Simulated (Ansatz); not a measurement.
Input for Ansatz (a program for electronic structure): U-BLYP/def2-TZVPP on CrO3 (SMILES [O]=[Cr](=[O])=[O]), 2S+1 = 5, a spin state set in the input, which need not be the lowest.

Ansatz 0.2 input:
```yaml
crystal:
  periodic: [false, false, false]
  atoms:
    - {symbol: Cr, position_ang: [0.05374778, 0.00907275, 0.04731473]}
    - {symbol: O, position_ang: [-1.21015619, -1.27445458, -0.14224172]}
    - {symbol: O, position_ang: [-0.10268375, 1.45182174, -1.03660461]}
    - {symbol: O, position_ang: [1.20120443, -0.11947463, 1.07548745]}
basis:
  gaussian:
    orbitals: def2-TZVPP
hamiltonian:
  xc: {name: BLYP}
magnetization: {spin_polarized: true, initial_magnetization: 4}
```

Question: What total energy does the run end on?

Answer: -1270.2022 hartree.

Question: How many basis functions does it have, and what does it roughly cost on one machine?

Answer: 157 functions; around 40 core-seconds (rough).
